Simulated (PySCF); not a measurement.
Molecule: Ethylbenzene (SMILES CCc1ccccc1).

Cartesian coordinates in Å; atom numbers follow the order of the lines, from 1:
```xyz
18

C    -2.524   -0.494   -0.693
C    -1.762    0.106    0.485
C    -0.273    0.122    0.264
C     0.520   -0.972    0.630
C     1.891   -0.981    0.382
C     2.496    0.109   -0.241
C     1.720    1.207   -0.612
C     0.349    1.209   -0.361
H    -3.610   -0.495   -0.509
H    -2.336    0.076   -1.616
H    -2.209   -1.532   -0.879
H    -1.989   -0.465    1.400
H    -2.115    1.135    0.667
H     0.053   -1.830    1.124
H     2.492   -1.844    0.680
H     3.571    0.106   -0.435
H     2.185    2.068   -1.097
H    -0.254    2.075   -0.651
```

Geometry PBE0-D3(BJ)/def2-SVP throughout; GIAO in PySCF 2.14.0 with density-fitted response routines, gas phase, one conformer, non-relativistic; equivalent atoms averaged; basis pcSseg-1.

For orientation, KT2 gives these absolute shieldings σ: C3 43.2, C5/C7 59.7, C6 62.2, C2 148.2, C1 161.1, H15/H17 24.07, H16 24.17, H12/H13 28.71, H9/H10/H11 30.05 ppm.

A run gave: C3 37.9, C5/C7 54.1, C6 58.1, C2 161.8, C1 169.5, H15/H17 24.19, H16 24.35, H12/H13 29.32, H9/H10/H11 30.49 ppm (absolute shieldings σ).

Task: Which functional was used in that run?
A. LC-wPBE
B. HF
C. BP86
D. LDA

Result: B. C6 tells them apart best: HF gives 58.1, LDA gives 46.4, LC-wPBE gives 51.8, BP86 gives 50.9 ppm.
